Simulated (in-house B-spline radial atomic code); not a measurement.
Values are calculated unless marked as measured or tabulated.
Mo in an electron gas of r_s = 3.3: phase shifts, screening and friction

A nucleus sits in a uniform electron gas with a rigid positive background. The Kohn-Sham equations are solved self-consistently in the spin-unpolarised LDA (PW92), non-relativistic, on B-splines with outgoing waves at the boundary and partial waves to l = 8. The model has no lattice, no bands and no magnetic solution. Atomic units; δ_l are the phase shifts at the Fermi level, counted so that each bound state adds π, and good to about 0.0005. A narrow, partly filled d or f resonance in a thin gas would split by spin, so such rows rest on a solution that is probably unstable.

The density parameter is r_s = 3.3 bohr.

```csv
l,δ_l (rad)
0,12.4786
1,9.3485
2,5.1388
3,-0.0323
4,-0.0027
5,-0.0005
6,-0.0003
7,-0.0004
8,-0.0004
```

Bound levels below the band bottom (hartree): s -16.33, p -13.36, d -7.904, s -1.887, p -1.045 and deeper ones.

Task: Check the Friedel sum rule, and say where the screening charge sits.

Result: k_F = (9π/4)^(1/3)/r_s = 0.58156. The rule is Z = (2/π) Σ (2l + 1) δ_l. The terms are s 7.944, p 17.854, d 16.357, f -0.144 and -0.030 beyond, in all 41.982 against Z = 42. Bound states hold 8 s, 18 p, 10 d electrons, so the scattering states carry 5.98 in all; where a term is smaller than its bound count, the bound level has drawn weight out of the band.

Task: Find the transport cross section and the electronic stopping of a 2 keV Mo ion (mass 95.95 u).

Result: σ_tr = (4π/k_F²) Σ (l + 1) sin²(δ_l − δ_(l+1)). The terms for l = 0 to 3 are 0.0001, 1.5358, 2.4118, 0.0035, all together 3.9512, so σ_tr = 37.155 × 3.9512 = 146.808 bohr². With n = 3/(4π r_s³) = 0.006643, the friction coefficient is Q = n k_F σ_tr = 0.5672. For v well below v_F = 0.582, dE/dx = Q v; with 24801 eV per u at v = 1, v = √(2000/(24801 × 95.95)) = 0.0290, so dE/dx = 0.01644 hartree/bohr = 8.46 eV/nm. The largest term couples the d and f waves.
